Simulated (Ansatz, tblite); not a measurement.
Isomers of Be4F6⁺ (doublet), found by a short tight-binding search and relaxed with r2SCAN-D4/def2-SVP in Ansatz.

The xTB rows come from tblite. Correlated methods freeze 6 core orbitals. In CCSD on the charge 1 doublet the largest single amplitude is 0.49, so its Hartree–Fock determinant may place the open shell otherwise than the density functionals do.

Run but left out: HF/STO-3G, HF/def2-SVP, HF/def2-TZVP, MP2/def2-SVP, MP2/def2-TZVP (B: a determinant that CCSD turns far, T1 0.048).

B: At CCSD(T)/def2-SVP T1 of the charge 1 doublet is large (up to 0.048), so the single-reference result is doubtful.

Other spin states weren't relaxed.

A:

```xyz
10

Be   -1.229    1.185   -1.508
Be   -0.474    1.408    1.125
Be    0.472   -1.415   -1.136
Be    0.717   -0.418    1.358
F    -0.748   -0.006    1.797
F     0.659   -2.303   -2.185
F    -1.214    1.979   -0.025
F     1.043   -1.496    0.394
F     1.086    1.111    1.168
F    -0.312   -0.046   -0.987
```

B:

```xyz
10

Be   -0.6664    0.7693    2.0758
Be    0.9740    1.0893   -0.0011
Be   -0.3516    0.4800   -2.2336
Be   -0.1843   -1.3754    0.0781
F    -0.0767   -2.7699    0.1807
F    -0.9779   -0.4295    1.2422
F    -0.7909   -0.6033   -1.3051
F     0.3305    1.6989    1.2683
F     1.2185   -0.3777    0.1143
F     0.5249    1.5182   -1.4197
```

C:

| atom | x (Å) | y (Å) | z (Å) |
| --- | --- | --- | --- |
| Be1 | 0.819 | 0.948 | 0.609 |
| Be2 | 0.526 | -1.868 | 0.600 |
| Be3 | -0.349 | -0.010 | -1.348 |
| Be4 | -1.650 | 2.262 | -0.123 |
| F5 | -0.262 | -1.391 | -0.727 |
| F6 | -0.312 | 1.931 | 0.808 |
| F7 | -1.484 | 0.970 | -1.157 |
| F8 | 0.908 | -0.431 | 1.234 |
| F9 | 0.820 | -3.146 | 1.051 |
| F10 | 0.984 | 0.735 | -0.947 |

D:

```xyz
10

Be   -0.510   -1.837   -0.601
Be    3.156    1.412    2.295
Be    0.824    0.362    0.595
Be   -1.530    0.930   -0.881
F    -0.563   -3.207   -0.828
F     1.999    0.885    1.450
F     0.656   -1.090    0.277
F    -1.374   -0.610   -1.000
F    -2.439    1.875   -1.341
F    -0.217    1.279    0.035
```

Task: Estimate their order by electronic energy at CAM-B3LYP-D4/def2-TZVP, counted from the lowest.

Result: C (0.0) < D (0.3) < A (9.7) < B (35.5), in kcal/mol. Gaps under about 2 kJ/mol are ties within the noise of geometry and basis.

Task: Do the other levels pick the same lowest one?

Result: Not BHLYP-D4/def2-TZVP, CCSD/def2-SVP. Energies above each level's lowest (kcal/mol):

| level | A | B | C | D |
| --- | --- | --- | --- | --- |
| GFN1-xTB | 14.7 | 13.9 | 0.0 | 6.5 |
| GFN2-xTB | 18.9 | 21.8 | 0.0 | 4.1 |
| PBE-D4/def2-SVP | 8.8 | 21.3 | 0.0 | 4.0 |
| PBE-D4/def2-TZVP | 8.3 | 21.4 | 0.0 | 2.0 |
| r2SCAN-D4/def2-TZVP | 9.0 | 24.7 | 0.0 | 2.9 |
| PBE0-D4/def2-SVP | 9.7 | 28.8 | 0.0 | 3.7 |
| PBE0-D4/def2-TZVP | 9.1 | 29.1 | 0.0 | 1.7 |
| r2SCAN0-D4/def2-TZVP | 9.6 | 31.1 | 0.0 | 2.6 |
| BHLYP-D4/def2-TZVP | 10.8 | 35.7 | 0.4 | 0.0 |
| CAM-B3LYP-D4/def2-TZVP | 9.7 | 35.5 | 0.0 | 0.3 |
| CCSD/def2-SVP | 10.5 | 46.0 | 0.2 | 0.0 |
| CCSD(T)/def2-SVP | 10.1 | 44.9 | 0.0 | 0.1 |
Point groups (tolerance 0.1 Å): A Cs, B Cs, C Cs, D C2v. Lower isomers may exist. From def2-SVP to def2-TZVP the PBE0 values move by up to 2.0 kcal/mol, so results in the small set are rough.
